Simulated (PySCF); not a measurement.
Geometry (Å), atoms numbered from 1 in this order:
```xyz
20

C    -1.368   -2.368   -0.342
O    -0.284   -1.524   -0.072
Si   -0.396    0.038    0.461
O    -1.391    0.838   -0.606
C    -2.017    2.065   -0.386
C     1.342    0.659    0.476
C     2.476   -0.300    0.772
C     2.294    0.221   -0.613
H    -1.938   -2.610    0.574
H    -0.988   -3.310   -0.763
H    -2.065   -1.916   -1.070
H    -1.049    0.116    1.809
H    -2.521    2.109    0.599
H    -1.306    2.910   -0.439
H    -2.782    2.224   -1.162
H     1.482    1.681    0.848
H     2.221   -1.347    0.958
H     3.313    0.078    1.365
H     1.916   -0.471   -1.370
H     3.006    0.960   -0.989
```

- geometry from PBE0-D3(BJ)/def2-SVP
- CAM-B3LYP/pcSseg-1 with gauge-including orbitals
- run in PySCF 2.14
- a single conformation, rapidly exchanging positions averaged, gas phase, non-relativistic

Q: Predict the 2D correlation tables (HSQC, COSY, HMBC).

A: 

HSQC (one-bond C–H):
```tsv
δH	δC
3.60 (H9/H10/H11/H13/H14/H15)	51.2 (C1/C5)
0.53 (H17/H19)	1.7 (C7/C8)
0.43 (H18/H20)	1.7 (C7/C8)
-0.68 (H16)	-5.3 (C6)
```

COSY cross peaks (H two or three bonds apart, from the bond graph; peaks can be absent where the dihedral angle is near 90°):
```tsv
δH	δH
4.68 (H12)	-0.68 (H16)
0.53 (H17/H19)	0.43 (H18/H20)
0.53 (H17/H19)	-0.68 (H16)
0.43 (H18/H20)	-0.68 (H16)
```

HMBC (two and three bonds, from the bond graph):
```tsv
δH	δC
4.68 (H12)	51.2 (C1/C5), 1.7 (C7/C8), -5.3 (C6)
0.53 (H17/H19)	1.7 (C7/C8), -5.3 (C6)
0.43 (H18/H20)	1.7 (C7/C8), -5.3 (C6)
-0.68 (H16)	1.7 (C7/C8)
```

δ = σ(ref) − σ, references computed at the same level: $^{1}$H, $^{13}$C against TMS.

Short H···H contacts in this conformer between protons four or more bonds apart (candidates for NOE cross peaks, intensity ∝ r⁻⁶): H12···H13 2.76 Å.

Shifts are as computed, not scaled to solution data. Of 1309 compounds with measured shifts, 239 miss one by over three times the rms of a fit or turn the order of signals round; such compounds aren't used in these exercises.
